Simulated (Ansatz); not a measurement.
A single point on `C[N](C)[Ti]1234([CH3])([OH])[C@@H]5[C@H]1[C@H]2[C@@]3([SiH3])[C@@H]54`.

```yaml
crystal:
  periodic: [false, false, false]
  atoms:
    - {symbol: C, position_ang: [-2.571301, -0.815481, -0.542044]}
    - {symbol: N, position_ang: [-1.621890, -0.296278, 0.400641]}
    - {symbol: C, position_ang: [-2.179679, -0.272755, 1.738739]}
    - {symbol: Ti, position_ang: [0.120988, 0.432907, 0.363356]}
    - {symbol: C, position_ang: [-0.341297, 2.470139, 0.650774]}
    - {symbol: O, position_ang: [0.933775, 0.033090, 1.936631]}
    - {symbol: C, position_ang: [1.127874, 1.363818, -1.591410]}
    - {symbol: C, position_ang: [0.159964, 0.436947, -2.029831]}
    - {symbol: C, position_ang: [0.551852, -0.840383, -1.590865]}
    - {symbol: C, position_ang: [1.771332, -0.724037, -0.874678]}
    - {symbol: Si, position_ang: [2.705947, -2.094846, -0.049296]}
    - {symbol: C, position_ang: [2.116853, 0.652364, -0.889606]}
    - {symbol: H, position_ang: [-2.883551, -1.835519, -0.272446]}
    - {symbol: H, position_ang: [-2.160131, -0.844049, -1.549859]}
    - {symbol: H, position_ang: [-3.481294, -0.198414, -0.569024]}
    - {symbol: H, position_ang: [-3.058564, 0.385631, 1.787183]}
    - {symbol: H, position_ang: [-1.451503, 0.086317, 2.468874]}
    - {symbol: H, position_ang: [-2.492834, -1.278439, 2.052966]}
    - {symbol: H, position_ang: [-0.954652, 2.901453, -0.143933]}
    - {symbol: H, position_ang: [0.553541, 3.085642, 0.782568]}
    - {symbol: H, position_ang: [-0.915348, 2.497815, 1.584801]}
    - {symbol: H, position_ang: [1.817859, -0.174986, 2.235612]}
    - {symbol: H, position_ang: [1.103504, 2.430246, -1.750221]}
    - {symbol: H, position_ang: [-0.743262, 0.679366, -2.570052]}
    - {symbol: H, position_ang: [0.001003, -1.758017, -1.737120]}
    - {symbol: H, position_ang: [3.726999, -2.676548, -0.961546]}
    - {symbol: H, position_ang: [1.773077, -3.172534, 0.367084]}
    - {symbol: H, position_ang: [3.419258, -1.564350, 1.145868]}
    - {symbol: H, position_ang: [2.971450, 1.090900, -0.393167]}
basis:
  gaussian: {orbitals: def2-QZVPP}
correlation: {method: mp2}
```

```sh
$ ansatz run in.yaml --threads 10 --pin off --events-out ev --progress --plain --backend cuda
```

It prints (some lines left out):

```
Functional definition: HF
7462 factors; integrals over basis functions are off by at most 1.0e-3 eV
mean field evaluation 1: about -42971.9021 eV, gradient 8.0e1 eV
mean field evaluation 2: about -42972.3028 eV, gradient 8.0e1 eV
mean field evaluation 4: about -42986.7757 eV, gradient 1.7e1 eV
mean field evaluation 8: about -42987.5293 eV, gradient 1.1e0 eV
mean field evaluation 16: about -42987.5379 eV, gradient 2.0e-6 eV
mean field -42987.53785482 eV, -1579.7628781650 hartree, gradient 1.9e-6 eV, S^2 0.000000; 0 other end points of the search recorded, 0 dependent functions left out
20 core orbitals not correlated: weight in the atoms' cores, before any rotation towards them, 1.000 or more for the frozen orbitals, at most 0.000 for the correlated occupied ones
reference -42987.53785482 eV, -1579.7628781650 hartree; 38, 38 occupied and 1185, 1185 virtual orbitals, 7462 factors
second order -69.96967185 eV of doubles, -0.00000000 eV of singles
Total energy: -43057.50752667 eV, -1582.3342161782 hartree
```

Hardware: 10 threads of an AMD EPYC 7R13 on a shared host and a whole NVIDIA H100 80 GB. Wall time 10 s, peak host memory 2.2 GiB.
